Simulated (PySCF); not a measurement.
ZnCl, SMILES [Cl][Zn] (connectivity only; charge and spin as stated), neutral, multiplicity 2.

The structure is a stationary point at PBE-D3(BJ)/def2-TZVP. The spin state was assumed, not searched.

Two levels are set side by side: PBE/def2-TZVPD (PySCF) and PBE0/def2-TZVPD (PySCF). Same geometry, gas phase. Differences are taken from unrounded values.

```json
[
 {"quantity": "α-spin orbital gap (eV)", "PBE": "4.01"},
 {"quantity": "β-spin orbital gap (eV)", "PBE": "2.68"},
 {"quantity": "dipole moment (D)", "PBE": "2.62"},
 {"quantity": "mean polarisability (bohr³)", "PBE": "49.2"}
]
```

Question: These are the PBE values. What does PBE0 give? (An estimate is asked for; the answer gives what the named calculation found.)

Answer: 
| quantity | PBE0 | PBE minus PBE0 |
|---|---|---|
| α-spin orbital gap (eV) | 5.55 | -1.54 |
| β-spin orbital gap (eV) | 5.00 | -2.31 |
| dipole moment (D) | 2.90 | -0.29 |
| mean polarisability (bohr³) | 48.5 | 0.7 |

Rough cost on one machine, each run with all the roots and properties that it gave: PBE0 against PBE about 1/3.
